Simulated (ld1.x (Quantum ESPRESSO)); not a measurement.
## La (Z = 57), TM: configuration errors across variants

```
Element                 : La
Generator               : ld1.x (Quantum ESPRESSO) 7.5
Type                    : norm-conserving Troullier–Martins (Kleinman–Bylander form)
Functional              : LDA (PZ)
Relativity              : scalar-relativistic
Frozen core             : [Kr] 4d10 5s2
Valence charge          : 9
Reference configuration : 4f0 5p6 5d1.5 6s1.5 6p0
Partial waves           : 5p (bound): rc 2.30 bohr; 5d (bound): rc 3.95 bohr; 4f (bound, empty): rc 2.00 bohr; 6s (bound): rc 3.35 bohr
Local potential         : the s channel
Core correction         : Bessel-smoothed model core, default radius (core density twice the valence density)
```

All-electron excitation energies from the reference (eV): (1) 4f0 5p6 5d1 6s2 6p0 -0.362; (2) 4f0 5p6 5d1 6s1 6p0 5.801; (3) 4f0 5p6 5d1 6s0 6p0 16.953; (4) 4f0 5p6 5d2 6s0 6p0 5.948; (5) 4f0 5p6 5d0 6s2 6p0 6.164; (6) 4f0 5p6 5d1 6s0 6p2 4.686; (7) 4f0 5p6 5d1.5 6s1.5 6p0 spin -0.335; (8) 4f0 5p6 5d1 6s2 6p0 spin -0.459.

Spin tests fill each open shell by Hund’s rule, majority spin first.

The default core radius of the base comes out at 1.23 bohr.

Tests that are not counted but printed errors over 1 eV. “core correction none”: 4f1 5p6 5d0 6s2 6p0 (solver errors, printed error -461 eV). “local potential all-electron potential smoothed inside 1.95 bohr (lloc = -1)”: 4f0 5p6 5d0 6s2 6p0 (solver errors, printed error -10.9 eV).

4 further variants failed, have other tests or another functional or relativity, and are left out.

A true bound ghost makes a file unfit for plane-wave use even where its test errors are small: the radial tests pick states by their node count and pass the ghost by. Where a test does run into it, the solver fails or the error is huge.

Errors AE − PS in meV (a dash: test not solved or not reliable):

```csv
change,(1),(2),(3),(4),(5),(6),(7),(8),bound ghosts
base,-3.1,+1.7,-13,-17,+0.5,-875,+10,-0.5,none
wave 6s (bound): rc 3.35 bohr becomes 6s (bound): rc 2.78 bohr,+1.8,+17,-17,-8.1,+116,-672,+7.2,+4.3,none
wave 4f (bound): rc 2.00 bohr becomes 4f (bound): rc 1.76 bohr,-3.1,+1.7,-13,-17,+0.5,-875,+10,-0.5,none
core correction none,-2.2,+3.8,-1.7,-14,+14,-867,+30,+9.0,none
wave 5d (bound): rc 3.95 bohr becomes 5d (bound): rc 3.66 bohr,-4.3,+0.9,-13,-19,-14,-876,+7.3,-2.7,none
wave 5p (bound): rc 2.30 bohr becomes 5p (bound): rc 2.94 bohr,-2.9,+1.9,-13,-16,+2.7,-866,+11,+0.2,none
local potential all-electron potential smoothed inside 1.95 bohr (lloc = -1),+0.1,+14,+3.7,-14,–,+88,+11,+3.0,s
```

**Question.** Give the same row for: wave 5p (bound): rc 2.30 bohr becomes 5p (bound): rc 3.02 bohr.

**Answer.** -2.9, +1.9, -13, -16, +2.9, -865, +11, +0.3; bound ghosts: none.
